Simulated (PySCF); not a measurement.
AsH5Si.
Bonds: Si1–As2. Hydrogens: H3, H4, H5 on Si1; H6, H7 on As2.

Method: PBE0-D3(BJ)/def2-SVP geometry optimisation, gas phase (PySCF 2.14.0); density fitting, grid level 1; the optimiser is geomeTRIC in internal coordinates, started from a GFN2-xTB structure with every atom displaced at random (about 0.03 Å).

Step 0: E = -68779.2869 eV
```
atom  x, y, z in Å  |  force x, y, z in eV/Å
Si1    -0.7702    0.0098   -0.0706   -2.115   1.347  -1.227
As2     1.3832   -0.1514   -0.6977    1.461   0.291  -0.733
H3     -1.7257   -0.7439   -0.9956    0.532   0.106   0.249
H4     -1.1580    1.4891   -0.2556    0.182  -0.615   0.067
H5     -1.1399   -0.3320    1.2655   -0.141  -0.428   1.335
H6      1.6313   -1.2206    0.2964    0.238  -0.858   0.394
H7      1.8778    0.8567    0.3347   -0.157   0.157  -0.085
```

**Question.** Estimate the geometry and energy of step 1. (The exact step hangs on the optimiser's Hessian estimate; all steps are aligned on step 0, rigid shifts and turns removed.)

**Answer.** E = -68779.5154 eV, largest force 0.529 eV/Å
```
atom  x, y, z in Å  |  force x, y, z in eV/Å
Si1    -0.8247    0.0648   -0.0786   -0.508   0.113   0.092
As2     1.4298   -0.1589   -0.6979    0.309  -0.127   0.065
H3     -1.6894   -0.7342   -0.9974    0.065  -0.100  -0.027
H4     -1.2130    1.4966   -0.2779    0.084   0.006   0.006
H5     -1.1767   -0.3182    1.3258    0.128  -0.006  -0.022
H6      1.7117   -1.3182    0.2673   -0.087   0.110  -0.125
H7      1.8608    0.8759    0.3360    0.009   0.005   0.010
```

The energy changes by -0.2285 eV. The first-order estimate −F·Δx gives -0.4455 eV and the mean of the old and new forces, exact on a quadratic surface, -0.2353 eV. The step makes an angle of 52° with the force vector and moves no atom by more than 0.130 Å.

What follows is the cost of the whole optimisation. Hardware: Arm Neoverse V1, one thread, shared host. Cost: 15 s, 0.31 GiB resident at most.
